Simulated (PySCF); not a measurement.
## Radial density of I²⁺ (iodine, charge +2)

UHF, [Kr] 4d10 5s1 5p4, high-spin 4P determinant (an excited configuration). Computed with PySCF 2.14 in aug-cc-pVDZ-PP with ECP28MDF (5s4p3d, 32 functions), with scalar relativity through the core potential. This is the valence pseudo-density: the core potential removes the inner electrons and smooths the orbitals near the nucleus.

| r (bohr) | 4πr²ρ (e/bohr) | 4πr²(ρα − ρβ) |
| --- | --- | --- |
| 0.00323 | 2.663e-05 | 0.0000 |
| 0.00544 | 7.261e-05 | 0.0000 |
| 0.00915 | 0.0001858 | 0.0000 |
| 0.0154 | 0.0004092 | 0.0000 |
| 0.0259 | 0.0007032 | 0.0001 |
| 0.0435 | 0.001069 | 0.0001 |
| 0.0732 | 0.002226 | 0.0001 |
| 0.123 | 0.01615 | 0.0005 |
| 0.207 | 0.1959 | 0.0046 |
| 0.349 | 3.161 | 0.0895 |
| 0.586 | 22.81 | 0.4618 |
| 0.986 | 18.06 | 0.0193 |
| 1.66 | 4.507 | 1.9177 |
| 2.79 | 1.438 | 0.7716 |
| 4.69 | 0.06738 | 0.0182 |
| 7.89 | 0.0001671 | 0.0001 |

Energies and moments cover only the electrons outside the core potential.
